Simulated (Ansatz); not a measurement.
C₃H₈Se (`CC[Se]C`). Total charge 0; spin multiplicity 1. Correlated methods include outer-core shells of Se, which these sets cover unevenly. Scalar relativity is left out up to krypton.

```tsv
atom	x (Å)	y (Å)	z (Å)
C1	1.4217	1.3590	0.5528
C2	0.2096	0.6606	-0.0258
Se3	0.2479	-1.2388	0.4244
C4	-1.4089	-1.7275	-0.4594
H5	1.4478	1.2713	1.6412
H6	2.3486	0.9367	0.1583
H7	1.4046	2.4228	0.3022
H8	-0.7160	1.0791	0.3740
H9	0.1866	0.7450	-1.1139
H10	-1.3444	-1.5238	-1.5277
H11	-2.2474	-1.1876	-0.0206
H12	-1.5501	-2.7967	-0.3055
```

(1) Give the diagnostics of a CCSD(T)/def2-TZVPP run (frozen core, Ansatz 0.2.0). (Estimate.)

## Answers

(1) The calculation gave: T1 = 0.0086, largest single amplitude 0.009, largest double 0.026, (T) share of the correlation energy 3.7 %, 8 CCSD cycles. The RHF solution is stable towards an unrestricted one. T1 lies under the customary mark of 0.02 for closed shells.
